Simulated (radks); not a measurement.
Results of a calculation; reference values are marked as such.
Isoelectronic series with 17 electrons, all held in the configuration [Ne] 3s2 3p5, which need not be the ground one along the series. Code: a radial shooting solver on a logarithmic mesh with Libxc functionals. Model: Dirac Kohn-Sham, PBE, spin-unpolarised, spherical densities, finite nucleus; open shells fill j = l - 1/2 first; Fermi nuclear charge, rms radius of each element as measured or else 0.836 A^(1/3) + 0.57 fm. Total energies (hartree) and mean radii <r> (bohr):

ion    E (hartree)   3p3/2   3p1/2
Cl      -461.43580   1.847   1.837
Ar+     -528.64370   1.556   1.548
K2+     -600.76068   1.357   1.350
Ca3+    -677.78377   1.208   1.202
Sc4+    -759.71620   1.092   1.085
Ti5+    -846.56482  0.9970  0.9911
V6+     -938.33889  0.9185  0.9127
Cr7+   -1035.04940  0.8521  0.8463
Mn8+   -1136.70894  0.7950  0.7893
Fe9+   -1243.33143  0.7453  0.7396
Co10+  -1354.93180  0.7017  0.6960
Ni11+  -1471.52634  0.6630  0.6572
Cu12+  -1593.13161  0.6285  0.6226
Zn13+  -1719.76627  0.5975  0.5915
Ga14+  -1851.44909  0.5694  0.5634
Ge15+  -1988.20014  0.5439  0.5378
As16+  -2130.04083  0.5205  0.5144
Se17+  -2276.99272  0.4992  0.4929
Br18+  -2429.07907  0.4795  0.4731
